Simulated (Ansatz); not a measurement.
A nudged elastic band was laid between two geometries of C2H7FN2Zn (13 atoms, charge 0, multiplicity 1).

Level of theory: Ansatz 0.2.0, RKS PBE-D4/def2-SVP.

```json
{
 "movable images": "9",
 "climbing image": "yes",
 "spring": "5.0 eV/Å²",
 "optimiser": "quadratic models (default)",
 "start path": "through a guess of the saddle point",
 "force threshold": "0.03 eV/Å",
 "iteration limit": "46",
 "end points": "relaxed"
}
```

Image 0:

```xyz
13
Properties=species:S:1:pos:R:3
C -0.998 -1.363 0.617
N -0.919 -0.148 -0.181
C 0.220 0.703 -0.002
N 1.547 0.106 0.112
F 0.052 1.336 1.265
Zn 0.402 2.223 -1.272
H -0.955 -1.093 1.691
H -0.190 -2.114 0.424
H -1.972 -1.860 0.442
H -1.132 -0.300 -1.168
H 1.611 -0.478 0.961
H 1.724 -0.507 -0.695
H 0.629 3.463 -2.179
```

Image 10:

```xyz
13
Properties=species:S:1:pos:R:3
C -1.149 -1.225 0.649
N -0.840 -0.149 -0.293
C 0.406 0.562 -0.086
N 1.565 -0.261 -0.166
F 0.287 1.124 1.247
Zn 0.289 2.170 -1.249
H -1.112 -0.813 1.676
H -0.468 -2.112 0.606
H -2.180 -1.589 0.466
H -0.850 -0.502 -1.257
H 1.566 -0.980 0.575
H 2.426 0.287 -0.053
H 0.079 3.452 -2.098
```

Task: What changes between the two ends?

Result: No bond is made or broken. The height of N4 over the plane of its neighbours goes from 0.38 to -0.37 Å.

Task: What energy profile does the band end with?

Result: The forces met the threshold. The highest image is number 6 of 0 to 10, 1.3 kcal/mol above the first end and 4.7 kcal/mol above the last; the last end lies 3.4 kcal/mol below the first. A vibrational analysis at the climbing image gives one clearly imaginary mode, 373i cm⁻¹: a first-order saddle point.

```tsv
image	path coordinate (Å)	energy (kcal/mol)	height of N4 over the plane of its neighbours (Å)
0	0.00	0.0	0.38
1	0.32	0.0	0.38
2	0.65	0.1	0.37
3	0.97	0.3	0.36
4	1.30	0.5	0.35
5	1.62	0.9	0.31
6	1.95	1.3	0.16
7	2.21	-0.2	-0.10
8	2.47	-2.8	-0.30
9	2.73	-3.3	-0.36
10	2.99	-3.4	-0.37
```

Task: What is the geometry of the highest image?

Result: 
```xyz
13
Properties=species:S:1:pos:R:3:forces:R:3
C -1.165 -1.174 0.695 0.00 0.00 0.00
N -0.783 -0.181 -0.308 0.00 -0.01 0.00
C 0.439 0.576 -0.044 0.01 0.00 -0.02
N 1.636 -0.149 0.059 -0.01 0.00 0.01
F 0.158 1.205 1.239 0.00 0.00 0.00
Zn 0.276 2.183 -1.187 0.00 0.00 0.01
H -1.289 -0.661 1.667 0.00 0.00 0.00
H -0.438 -2.014 0.844 0.00 0.00 0.00
H -2.137 -1.627 0.416 0.00 0.00 0.00
H -0.686 -0.621 -1.231 0.00 0.00 0.00
H 1.614 -1.098 0.437 0.01 0.00 0.00
H 2.399 0.049 -0.580 0.00 0.00 0.00
H -0.003 3.478 -1.993 0.00 0.00 0.00
```

Task: What are the harmonic wavenumbers there?

Result: 373i, 58, 95, 123, 208, 237, 287, 300, 444, 447, 486, 523, 664, 697, 819, 935, 1054, 1106, 1121, 1178, 1212, 1366, 1394, 1418, 1446, 1540, 1799, 2862, 3020, 3086, 3444, 3482, 3642 cm⁻¹.

The run took 14 min on 2 threads of Arm Neoverse V1 (shared host), peak memory 0.2 GiB.
